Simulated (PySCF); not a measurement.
## C2HNSe: core ionisation energies

C₂HNSe.
Geometry (PBE0-D3(BJ)/def2-SVP, Å), atoms numbered from 1 in this order:
```
atom  x, y, z in Å
N1     2.053   -0.299   -0.225
C2     0.908   -0.100   -0.263
C3    -0.487    0.152   -0.318
Se4   -1.660   -0.652    0.712
H5    -0.799    0.898   -1.063
```

Theory: PySCF, delta-SCF UKS SCAN, pcX-2 on the ionised atom, pcseg-1 elsewhere, spin-free X2C. Binding energies are ΔSCF values: E(core-ionised, relaxed orbitals) − E(ground state) at a fixed geometry, referred to the vacuum level.

Question: List the computed XPS lines with their assignment.

Answer: 
| atom(s) | environment | level | binding energy (eV) | count |
| --- | --- | --- | --- | --- |
| N1 | nitrile nitrogen | N 1s | 405.58 | 1 |

Question: Which photon energy gives electrons from N 1s of N1 a kinetic energy of 50 eV, and what is their de Broglie wavelength?

Answer: hν = 405.58 + 50 = 455.58 eV, recoil neglected; λ = 12.264 Å/√(E/eV) = 1.73 Å.

Not every level is listed. Spin contamination (⟨S²⟩ against 0.75 for a pure doublet) is marked for N 1s of N1 (0.90), which makes this value less certain. No level of carbon or selenium is listed. Geometry: PBE0-D3(BJ)/def2-SVP; no solvent, vibrations or thermal averaging.
